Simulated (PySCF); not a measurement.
Geometry:
```json
{"atom": "B1", "x (Å)": "3.311", "y (Å)": "1.448", "z (Å)": "-1.050"}
{"atom": "N2", "x (Å)": "2.272", "y (Å)": "0.337", "z (Å)": "-0.889"}
{"atom": "C3", "x (Å)": "1.485", "y (Å)": "-0.491", "z (Å)": "-0.751"}
{"atom": "C4", "x (Å)": "0.458", "y (Å)": "-1.538", "z (Å)": "-0.589"}
{"atom": "O5", "x (Å)": "-0.836", "y (Å)": "-1.078", "z (Å)": "-0.717"}
{"atom": "C6", "x (Å)": "-1.448", "y (Å)": "-0.546", "z (Å)": "0.459"}
{"atom": "C7", "x (Å)": "-2.928", "y (Å)": "-0.477", "z (Å)": "0.153"}
{"atom": "C8", "x (Å)": "-0.871", "y (Å)": "0.801", "z (Å)": "0.857"}
{"atom": "H9", "x (Å)": "4.286", "y (Å)": "0.923", "z (Å)": "-1.571"}
{"atom": "H10", "x (Å)": "3.537", "y (Å)": "1.861", "z (Å)": "0.080"}
{"atom": "H11", "x (Å)": "2.787", "y (Å)": "2.287", "z (Å)": "-1.770"}
{"atom": "H12", "x (Å)": "0.640", "y (Å)": "-2.284", "z (Å)": "-1.381"}
{"atom": "H13", "x (Å)": "0.645", "y (Å)": "-2.038", "z (Å)": "0.382"}
{"atom": "H14", "x (Å)": "-1.280", "y (Å)": "-1.270", "z (Å)": "1.283"}
{"atom": "H15", "x (Å)": "-3.490", "y (Å)": "-0.137", "z (Å)": "1.035"}
{"atom": "H16", "x (Å)": "-3.113", "y (Å)": "0.228", "z (Å)": "-0.671"}
{"atom": "H17", "x (Å)": "-3.306", "y (Å)": "-1.465", "z (Å)": "-0.147"}
{"atom": "H18", "x (Å)": "0.188", "y (Å)": "0.742", "z (Å)": "1.149"}
{"atom": "H19", "x (Å)": "-1.422", "y (Å)": "1.204", "z (Å)": "1.720"}
{"atom": "H20", "x (Å)": "-0.958", "y (Å)": "1.517", "z (Å)": "0.026"}
```

Level of theory: structure optimised with PBE0-D3(BJ)/def2-SVP, NMR shieldings at PBE0/pcSseg-1/GIAO, in PySCF (gas phase, relativity neglected, single conformer, averaged over atoms made equivalent by symmetry, fast rotation or ring inversion).

Q: Predict the 2D correlation tables (HSQC, COSY, HMBC).

A: 

HSQC (one-bond C–H):
```
                            δH            δC
                4.23 (H12/H13)     56.4 (C4)
                    3.22 (H14)     79.2 (C6)
1.30 (H15/H16/H17/H18/H19/H20)  23.4 (C7/C8)
```

COSY cross peaks (H two or three bonds apart, from the bond graph; peaks can be absent where the dihedral angle is near 90°):
```
        δH                              δH
3.22 (H14)  1.30 (H15/H16/H17/H18/H19/H20)
```

HMBC (two and three bonds, from the bond graph):
```
                            δH                       δC
                4.23 (H12/H13)    115.5 (C3), 79.2 (C6)
                    3.22 (H14)  56.4 (C4), 23.4 (C7/C8)
             2.16 (H9/H10/H11)               115.5 (C3)
1.30 (H15/H16/H17/H18/H19/H20)  79.2 (C6), 23.4 (C7/C8)
```

Shifts are taken against calculated references (same method and geometry level): 1H and 13C vs TMS.

Short H···H contacts in this conformer between protons four or more bonds apart (candidates for NOE cross peaks, intensity ∝ r⁻⁶): H13···H14 2.26 Å.

Hydrogens on boron are broadened and split by 11B (spin 3/2, 80 %) and 10B (spin 3). Shifts are as computed. Against solution values, carbons near 30 ppm lie about +2 ppm off and those near 130 ppm about +5 ppm. Of 1211 compounds with measured shifts, 218 miss one by over three times the rms of a fit or turn the order of signals round; such compounds aren't used in these exercises.
